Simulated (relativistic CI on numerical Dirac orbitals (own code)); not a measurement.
# Spin-allowed bands of a d2 ion in a tetrahedral site, by hand

Problem. A d2 ion in a tetrahedral site has a 3A2 ground term and spin-allowed bands at ν1 = 6600 and ν2 = 10623 cm⁻¹ (from a computed ligand-field model). Find Δ and the Racah parameter B, and predict the third band.

Working.
1. The F term splits into A2 (−1.2Δ), T2 (−0.2Δ) and T1 (+0.6Δ), so ν1 = E(T2) − E(A2) = Δ = 6600 cm⁻¹.
2. T1(F) mixes with T1(P), which lies at 15B, through an element 0.4Δ. The two roots, counted from A2, are ν2,3 = ½(15B + 3Δ) ∓ ½√[(15B − Δ)² + 12BΔ].
3. Solving the lower root for B gives B = (2ν1² + ν2² − 3ν1ν2)/(15ν2 − 27ν1) = -10367271/-18855 = 550 cm⁻¹.
4. The sum of the roots is 15B + 3Δ, so ν3 = 15B + 3ν1 − ν2 = 17425 cm⁻¹ (574 nm).

Check. The bands were computed by exact diagonalisation of the d2 shell with B = 550 and Δ = 6600 cm⁻¹, which gives ν3 = 17427 cm⁻¹. C does not enter the terms of highest spin.
